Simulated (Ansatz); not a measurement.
`C[SiH](F)[S]` radical. Total charge 0; spin multiplicity 2. The structure was optimised at the PBE0-D4/def2-TZVP level.

```xyz
8

C    -0.777    0.113   -0.644
Si    0.573   -0.147    0.601
F     0.910   -1.711    0.645
S     2.256    1.022    0.102
H    -1.624   -0.535   -0.402
H    -1.112    1.151   -0.638
H    -0.432   -0.137   -1.650
H     0.205    0.243    1.986
```

Problem. What is the dipole moment at PBE/def2-TZVPP? (An estimate is asked.)

Solution. The calculation gave: 2.00 D, with components (-1.83, 0.68, -0.48) D in this frame, pointing from negative to positive charge.

Problem. And with r2SCAN, B3LYP, ωB97M-V? (Best estimate.)

Solution. Ansatz gave: r2SCAN 1.98 D, B3LYP 1.92 D, ωB97M-V 1.85 D.

Problem. Give the Mulliken charges with PBE, ωB97M-V, r2SCAN in def2-TZVPP. (An estimate is asked.)

Solution. The calculation gave: 
| atom | PBE | ωB97M-V | r2SCAN |
| --- | --- | --- | --- |
| C1 | -0.38 | -0.45 | -0.32 |
| Si2 | 0.56 | 0.58 | 0.67 |
| F3 | -0.28 | -0.31 | -0.33 |
| S4 | -0.19 | -0.16 | -0.21 |
| H5 | 0.12 | 0.13 | 0.09 |
| H6 | 0.12 | 0.13 | 0.09 |
| H7 | 0.12 | 0.13 | 0.09 |
| H8 | -0.07 | -0.04 | -0.09 |

B3LYP here is the variant with VWN-RPA as its local correlation; programs differ in this.
